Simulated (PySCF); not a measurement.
Static response to an electric field

Compound: C3H12GaN.
Cartesian coordinates in Å at the PBE0-D3(BJ)/def2-SVP level; atoms count from 1:
```xyz
17
C3H12GaN angstrom
C     -0.3992   -0.8779    1.1784
N     -0.1591   -0.0531   -0.0060
C     -0.3423   -0.8370   -1.2277
C     -1.0360    1.1185   -0.0061
Ga     1.8796    0.6370    0.0538
H     -1.4366   -1.2595    1.1921
H     -0.2222   -0.2806    2.0829
H      0.2979   -1.7267    1.1811
H     -0.1148   -0.2119   -2.1016
H     -1.3799   -1.2097   -1.3080
H      0.3489   -1.6904   -1.2220
H     -2.0997    0.8181   -0.0227
H     -0.8444    1.7192    0.8933
H     -0.8212    1.7365   -0.8882
H      1.8297    1.4058    1.4398
H      2.6117   -0.7689    0.0144
H      1.8736    1.5046   -1.2735
```

Level: CAM-B3LYP/def2-SVPD (PySCF), static field, nuclei fixed, core orbitals frozen in the response. The polarisability tensor in these axes (au):

```
x   83.25  1.32  0.11
y    1.32 79.74  0.04
z    0.11  0.04 79.30
```

Q: Diagonalise the tensor; give its mean and Δα, where Δα² is half the sum of the squared differences of the eigenvalues.

A: Principal values 79.29, 79.30 and 83.69 au; mean 80.76 au = 11.97 Å³ = 13.32 × 10⁻⁴⁰ C²·m²/J; Δα = 4.40 au (5 % of the mean).

Q: What is the dipole moment, and where does it point?

A: (-4.43, -1.50, -0.13) D, 4.68 D in size, pointing from the negative to the positive side. Measured along this direction, the outermost atoms are H16, H15 and H17 at the negative end and H6, H10 and H12 at the positive end.

Q: Orientational against electronic polarisability at 273 K (dilute gas, rigid molecules)?

A: In Gaussian units μ²/3kT = 193.41 Å³ against 11.97 Å³, a ratio of 16.16; the Debye molar polarisation (4π/3)N_A(α + μ²/3kT) is 518.1 cm³/mol, leaving out the vibrational part.

Q: Find the Langevin capture rate constant for H3O+ (19.018 u) meeting this molecule (131.023 u), k = 2.342 × 10⁻⁹ cm³/s × √(α in Å³ / reduced mass in u).

A: The reduced mass is 16.61 u, so k = 1.99 × 10⁻⁹ cm³/s. The formula leaves out the permanent dipole, which adds to the capture rate.

Q: What depolarisation ratio follows for Rayleigh scattering of linearly polarised light, taking the static tensor?

A: ρ = 3Δα²/(45ᾱ² + 4Δα²) = 58.0/(293518 + 77.3) ≈ 0.000197.

Q: Form Σ f/ω² (atomic units) for the 10 lowest TDDFT singlets, given as eV and f, and set it beside the mean polarisability, which is this sum over all singlets: 6.84, 0.0180; 6.84, 0.0182; 7.25, 0.0987; 7.26, 0.0989; 7.67, 0.0147; 7.96, 0.0000; 8.38, 0.2509; 8.43, 0.0439; 8.43, 0.0439; 8.48, 0.0194.

A: They add up to 7.30 au, 9.0 % of the 80.76 au; the largest single term is 2.65 au, from the state at 8.38 eV. Terms in order: 0.28, 0.29, 1.39, 1.39, 0.18, 0.00, 2.65, 0.46, 0.46, 0.20 au. Higher excitations give the rest. The strengths listed sum to 0.607.

Q: Give the eigenvalues of the traceless quadrupole moment Θ = ½Σq(3rr − r²1), origin at the centre of nuclear charge.

A: -0.15, -0.15, 0.30 D·Å. The values depend on the origin, since the dipole doesn't vanish. The electronic extent ⟨r²⟩ about the same centre is 795 bohr², a root-mean-square distance of 1.81 Å for the 68 electrons.

Isolated species at its PBE0-D3(BJ)/def2-SVP geometry, gas phase. The calculation is non-relativistic, for gallium too.
